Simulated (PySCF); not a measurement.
Species: C₂H₇NSi₂.
Numbering: `[NH2:1][SiH2:2][C:3]#[C:4][SiH3:5]` (hydrogens: H6, H7 on N1; H8, H9 on Si2; H10, H11, H12 on Si5)

Method: PBE0-D3(BJ)/def2-SVP geometry optimisation, gas phase (PySCF); density fitting, grid level 1; the optimiser is geomeTRIC in internal coordinates, started from a GFN2-xTB structure with every atom displaced at random (about 0.01 Å).

The end geometry, which sets the zero of energy:
```
atom  x, y, z in Å
N1     -2.6272    1.1998    0.3561
Si2    -1.9346   -0.3316   -0.0334
C3     -0.0843   -0.3734   -0.0455
C4      1.1416   -0.3776   -0.0502
Si5     2.9743   -0.3999   -0.0644
H6     -2.5438    1.9600   -0.3103
H7     -2.5405    1.5508    1.3038
H8     -2.3847   -1.3220    0.9846
H9     -2.3866   -0.7168   -1.3998
H10     3.4916   -0.0434    1.2891
H11     3.4536   -1.7631   -0.4341
H12     3.4803    0.5888   -1.0608
```

**Question.** These geometries come from the run, each turned onto the end geometry. Order them by energy, lowest first.
A.
```
atom  x, y, z in Å
N1     -2.5980    1.1521    0.3516
Si2    -1.9411   -0.3622   -0.0435
C3     -0.0953   -0.3988   -0.0653
C4      1.1701   -0.3875   -0.0616
Si5     2.9813   -0.3986   -0.0748
H6     -2.5229    1.9406   -0.3113
H7     -2.5049    1.5288    1.2856
H8     -2.3874   -1.2656    0.9979
H9     -2.4091   -0.6605   -1.3727
H10     3.4536   -0.0348    1.2870
H11     3.4386   -1.7370   -0.4189
H12     3.4546    0.5949   -1.0389
```
B.
```
atom  x, y, z in Å
N1     -2.6380    1.2059    0.3572
Si2    -1.9292   -0.3209   -0.0284
C3     -0.0791   -0.3545   -0.0385
C4      1.1451   -0.3803   -0.0533
Si5     2.9790   -0.4065   -0.0657
H6     -2.5652    1.9654   -0.3105
H7     -2.5613    1.5540    1.3070
H8     -2.3813   -1.3265    0.9756
H9     -2.3724   -0.7259   -1.3935
H10     3.4914   -0.0500    1.2893
H11     3.4649   -1.7694   -0.4386
H12     3.4858    0.5801   -1.0655
```
C.
```
atom  x, y, z in Å
N1     -2.6537    1.2102    0.3587
Si2    -1.9249   -0.3108   -0.0233
C3     -0.0738   -0.3351   -0.0321
C4      1.1480   -0.3972   -0.0645
Si5     2.9837   -0.4162   -0.0691
H6     -2.5898    1.9693   -0.3102
H7     -2.5863    1.5592    1.3092
H8     -2.3694   -1.3255    0.9767
H9     -2.3547   -0.7241   -1.3913
H10     3.4848   -0.0561    1.2890
H11     3.4865   -1.7768   -0.4406
H12     3.4891    0.5747   -1.0674
```
D.
```
atom  x, y, z in Å
N1     -2.6860    1.1991    0.3595
Si2    -1.9101   -0.2953   -0.0174
C3     -0.0566   -0.2835   -0.0142
C4      1.1527   -0.4655   -0.1054
Si5     2.9869   -0.4413   -0.0819
H6     -2.6384    1.9600   -0.3098
H7     -2.6368    1.5613    1.3058
H8     -2.3201   -1.2967    1.0067
H9     -2.3165   -0.6825   -1.3972
H10     3.4526   -0.0680    1.2861
H11     3.5291   -1.7852   -0.4356
H12     3.4830    0.5693   -1.0615
```

**Answer.** B (0.002 eV), C (0.007 eV), D (0.042 eV), A (0.190 eV).

In the order of the answer:

| step | E above end (eV) | largest force (eV/Å) | rms force component (eV/Å) | rms distance from end (Å) | rms bond change (Å) | bond most changed (Å) |
| --- | --- | --- | --- | --- | --- | --- |
| 4 | 0.002 | 0.15 | 0.043 | 0.015 | 0.001 | Si5–H11 +0.003 |
| 3 | 0.007 | 0.28 | 0.077 | 0.031 | 0.003 | Si5–H11 +0.006 |
| 2 | 0.042 | 0.45 | 0.110 | 0.075 | 0.001 | Si2–C3 +0.003 |
| 0 | 0.190 | 4.10 | 1.026 | 0.042 | 0.029 | Si2–H9 -0.049 |

The cost below is that of the whole optimisation. Time: 32 s wall; peak memory 0.45 GiB. Hardware: an Arm Neoverse V2 with one thread, no GPU, on a shared host.
